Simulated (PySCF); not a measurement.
C6H6FP.
Z-matrix (Å and degrees, PBE0-D3(BJ)/def2-SVP geometry), rows numbered from 1:
```
C 
C   1  1.5047
C   2  1.4006  1  119.93
C   3  1.3931  2  123.92  1   178.40
C   4  1.3862  3  122.91  2     0.07
F   5  1.3377  4  117.05  3   179.78
P   5  1.7474  4  126.11  3     0.28
C   2  1.3968  1  119.82  3   178.78
H   1  1.0994  2  111.60  3    26.29
H   1  1.1028  2  110.71  3   -93.28
H   1  1.0995  2  111.46  3   147.40
H   3  1.0935  2  118.33  1    -1.70
H   4  1.0943  3  119.87  2   179.83
H   8  1.0966  2  117.19  1     1.63
```

Computed with PySCF at PBE0/pcSseg-1 and PBE0/def2-SVPD, non-relativistic, on one gas-phase PBE0-D3(BJ)/def2-SVP geometry that isn't relaxed in the solvent. The solvent is an IEF-PCM continuum (van der Waals radii × 1.2). The model holds no explicit solvent molecules, cavitation or dispersion.

Gas phase at PBE0/pcSseg-1: HOMO -7.04 eV, LUMO -1.65 eV, dipole 3.05 D.

What does the continuum do to the energy, the frontier levels and the dipole at PBE0/pcSseg-1 in cyclohexane and chloroform?

```json
{"solvent": "cyclohexane", "ε": "2.017", "E(solvent) − E(gas) (kJ/mol)": "-5.45", "polarisation term (kJ/mol)": "-5.86", "distortion of the solute (kJ/mol)": "0.41", "HOMO (eV)": "-7.02", "LUMO (eV)": "-1.63", "dipole (D)": "3.46"}
{"solvent": "chloroform", "ε": "4.711", "E(solvent) − E(gas) (kJ/mol)": "-10.03", "polarisation term (kJ/mol)": "-11.46", "distortion of the solute (kJ/mol)": "1.43", "HOMO (eV)": "-7.02", "LUMO (eV)": "-1.63", "dipole (D)": "3.81"}
```

The first energy column is the sum of the next two and covers electrostatics alone. From cyclohexane to chloroform the lowering changes by a factor 1.84, Onsager's factor (ε − 1)/(2ε + 1) by 1.76 and ε itself by 2.3.

Which radius a makes the point-dipole formula ΔE = −[(ε − 1)/(2ε + 1)]·μ²/a³ give the value in chloroform, with the gas-phase dipole?

μ = 1.199 au and |ΔE| = 0.00382 Eh give a = 2.71 Å; the farthest nucleus lies 3.63 Å from the centroid of the nuclei, so such a sphere wouldn't even hold the nuclei. The formula assumes a rigid point dipole at the centre of a sphere.

Which ESP-fitted charges (PBE0/pcSseg-1) respond most in chloroform (means over atoms taken as equivalent)?

```json
{"atoms": "P7", "environment": "phosphorus bonded to 2 C", "gas (e)": "-0.187", "solvent (e)": "-0.232", "change": "-0.045"}
{"atoms": "C2", "environment": "substituted aromatic carbon", "gas (e)": "+0.054", "solvent (e)": "+0.028", "change": "-0.026"}
{"atoms": "C8", "environment": "aromatic CH carbon", "gas (e)": "-0.117", "solvent (e)": "-0.091", "change": "+0.026"}
{"atoms": "C3", "environment": "aromatic CH carbon", "gas (e)": "+0.014", "solvent (e)": "+0.033", "change": "+0.019"}
{"atoms": "C4", "environment": "aromatic CH carbon", "gas (e)": "-0.508", "solvent (e)": "-0.526", "change": "-0.018"}
{"atoms": "H13", "environment": "aromatic hydrogen", "gas (e)": "+0.231", "solvent (e)": "+0.245", "change": "+0.014"}
{"atoms": "F6", "environment": "aryl fluorine", "gas (e)": "-0.199", "solvent (e)": "-0.212", "change": "-0.013"}
{"atoms": "H12", "environment": "aromatic hydrogen", "gas (e)": "+0.133", "solvent (e)": "+0.145", "change": "+0.012"}
```

Which Mayer bond orders change most in chloroform?

```json
{"bond": "C5–F6", "length (Å)": "1.338", "gas": "0.891", "solvent": "0.881", "change": "-0.010"}
{"bond": "C2–C3", "length (Å)": "1.401", "gas": "1.379", "solvent": "1.373", "change": "-0.006"}
{"bond": "C5–P7", "length (Å)": "1.747", "gas": "1.263", "solvent": "1.259", "change": "-0.004"}
{"bond": "C8–H14", "length (Å)": "1.097", "gas": "0.931", "solvent": "0.927", "change": "-0.004"}
{"bond": "C1–H9", "length (Å)": "1.099", "gas": "0.955", "solvent": "0.952", "change": "-0.003"}
{"bond": "C1–C2", "length (Å)": "1.505", "gas": "1.070", "solvent": "1.073", "change": "+0.003"}
{"bond": "C3–C4", "length (Å)": "1.393", "gas": "1.435", "solvent": "1.437", "change": "+0.002"}
{"bond": "C1–H10", "length (Å)": "1.103", "gas": "0.943", "solvent": "0.941", "change": "-0.002"}
```

Gas phase at PBE0/def2-SVPD: HOMO -7.03 eV, LUMO -1.65 eV, dipole 3.02 D.

What does the continuum do to the energy, the frontier levels and the dipole at PBE0/def2-SVPD in chloroform?

```json
{"solvent": "chloroform", "ε": "4.711", "E(solvent) − E(gas) (kJ/mol)": "-9.99", "polarisation term (kJ/mol)": "-11.59", "distortion of the solute (kJ/mol)": "1.60", "HOMO (eV)": "-7.01", "LUMO (eV)": "-1.62", "dipole (D)": "3.84"}
```

How does the static polarisability (PBE0/def2-SVPD, frozen core, with the continuum's full static response) change?

```tsv
medium	isotropic (au)	principal values (au)	⟨r²⟩ of the electrons (bohr²)
gas	95.0	59.5, 104.5, 120.8	1148.9
chloroform	123.7	75.9, 137.9, 157.4	1148.3
```

The isotropic value in chloroform is 1.30 times the gas-phase one; no cavity-field correction is applied. ⟨r²⟩ is taken about the centre of nuclear charge.
